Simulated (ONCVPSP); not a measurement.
What one change does to a pseudopotential (chromium, ONCV)

Cr, optimised norm-conserving Vanderbilt (ONCV), made with ONCVPSP 4.0.1 (PBEsol, scalar-relativistic). Core [Ne], reference 3s2 3p6 3d5 4s1. Waves: 3s+4s: rc 1.55 bohr, ncon 5, nbas 9, qcut 8.8 1/bohr, 2 projectors; 3p: rc 0.90 bohr, ncon 5, nbas 8, qcut 9.7 1/bohr, 2 projectors, debl 2.1 Ha; 3d: rc 1.90 bohr, ncon 3, nbas 7, qcut 6.5 1/bohr, 1 projector. Local part: polynomial inside 0.70 bohr (lpopt 5, dvloc0 1 Ha). Core correction: Teter function, fcfact 2.75, rcfact 1.35.

All-electron outer shells of the reference configuration (PBEsol, scalar-relativistic, ld1.x):

```tsv
shell	level (eV)	outermost node (bohr)	outermost maximum (bohr)
2p	-560.29	–	0.20
3s	-73.77	0.36	0.78
3p	-45.34	0.33	0.80
4s	-4.02	1.12	2.74
3d	-2.93	–	0.84
```

Change: all radii but the core radius scaled by about 0.86 (s 1.34, p 0.78, d 1.64 bohr); local potential polynomial inside 0.60 bohr (lpopt 5, dvloc0 1 Ha).

Cutoffs: the cutoffs (Ha) at which the residual kinetic energy of the hardest occupied pseudo-wave falls to 1 and 0.1 mHa per electron; they do not see the model core or the augmentation charge, which bear on the density cutoff. Errors are all-electron minus pseudo energies relative to the spin-unpolarised reference configuration.

Question: How do hardness, ghosts and transferability respond?

Answer: The potential gets harder (52 Ha and 186 Ha → 70 Ha and 287 Ha); of the 3 tests that both files solve, the error grows in 1 and shrinks in 2 by more than 15 % and 0.3 meV (median size 11.3 → 7.3 meV); neither file shows a bound ghost. A smaller radius makes the pseudo-wave follow the all-electron one further in, where it bends more sharply, so more plane waves are needed.

| quantity | base | changed |
| --- | --- | --- |
| cutoff, loose | 52 Ha | 70 Ha |
| cutoff, tight | 186 Ha | 287 Ha |
| loose cutoff by channel | s 27 Ha, p 52 Ha, d 19 Ha | s 31 Ha, p 70 Ha, d 50 Ha |
| bound ghosts | none | none |
| GHOST(+) flags under 300 eV | s at 256.2 eV | d at 130.5 eV, s at 256.6 eV |
| tests with a reliable result | 3 of 4 | 3 of 4 |
| error for 3s2 3p6 3d5 4s0, meV [ΔE 6.87 eV] | +11 | +7.3 |
| error for 3s2 3p6 3d4 4s0, meV [ΔE 22.89 eV] | -18 | -25 |
| error for 3s2 3p6 3d5 4s0 4p1, meV [ΔE 3.14 eV] | +3.0 | +2.2 |
| rms error of d²Exc/dni dnj with the model core, mHa | 1.32 | 0.65 |
